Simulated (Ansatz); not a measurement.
```yaml
crystal:
  periodic: [false, false, false]
  atoms:
    - {symbol: Cr, position_ang: [0.262135, -0.299074, -0.002938]}
    - {symbol: N, position_ang: [0.051511, -0.073476, 1.842892]}
    - {symbol: H, position_ang: [0.518934, 0.622938, 2.409478]}
    - {symbol: H, position_ang: [-0.697311, -0.462568, 2.401616]}
    - {symbol: N, position_ang: [0.046818, -0.038411, -1.843489]}
    - {symbol: H, position_ang: [0.528028, 0.655453, -2.401370]}
    - {symbol: H, position_ang: [-0.710125, -0.404872, -2.406200]}
basis:
  gaussian: {orbitals: STO-3G}
magnetization: {spin_polarized: true, initial_magnetization: 4}
hamiltonian: {xc: {name: HF}}
scf: {lower_state_search: light}
output: {forces: true}
```

```sh
$ ansatz run in.yaml --threads 2 --pin off --events-out ev --progress --plain --max-ram 4352MiB
```

Output, abridged:

```
Functional definition: HF
430 factors; integrals over basis functions are off by at most 8.0e-4 eV
mean field evaluation 1: about -31076.4416 eV, gradient 2.5e1 eV
mean field evaluation 2: about -31076.6033 eV, gradient 2.5e1 eV
mean field evaluation 4: about -31081.2267 eV, gradient 3.0e0 eV
mean field evaluation 8: about -31081.4757 eV, gradient 1.4e-1 eV
mean field evaluation 16: about -31080.3274 eV, gradient 9.8e0 eV
mean field evaluation 32: about -31081.1712 eV, gradient 7.2e-1 eV
mean field evaluation 64: about -31080.7780 eV, gradient 1.6e-1 eV
mean field evaluation 96: about -31080.9393 eV, gradient 1.3e0 eV
mean field -31081.47643753 eV, -1142.2231912980 hartree, gradient 2.1e-5 eV, S^2 6.019343; 2 other end points of the search recorded, 0 dependent functions left out
reference -31081.47643753 eV, -1142.2231912980 hartree; 23, 19 occupied and 9, 13 virtual orbitals, 430 factors
Total energy: -31081.47643753 eV, -1142.2231912980 hartree
Atom 0 at     0.262135    -0.299074    -0.002938 Å, force    -0.514926     0.591425     0.004184 eV/Å
Atom 1 at     0.051511    -0.073476     1.842892 Å, force     0.311282    -0.333964    -2.281277 eV/Å
Atom 2 at     0.518934     0.622938     2.409478 Å, force     0.200709     0.227739     0.290524 eV/Å
Atom 3 at    -0.697311    -0.462568     2.401616 Å, force    -0.257764    -0.173612     0.293960 eV/Å
Atom 4 at     0.046818    -0.038411    -1.843489 Å, force     0.324229    -0.375642     2.285261 eV/Å
Atom 5 at     0.528028     0.655453    -2.401370 Å, force     0.203760     0.234790    -0.291847 eV/Å
Atom 6 at    -0.710125    -0.404872    -2.406200 Å, force    -0.267290    -0.170734    -0.300805 eV/Å
Dipole moment:     0.021424    -0.024743    -0.001139 e Å
```

Hardware: 2 threads of Intel Xeon Platinum 8375C on a shared host. Wall time 1.4 s.
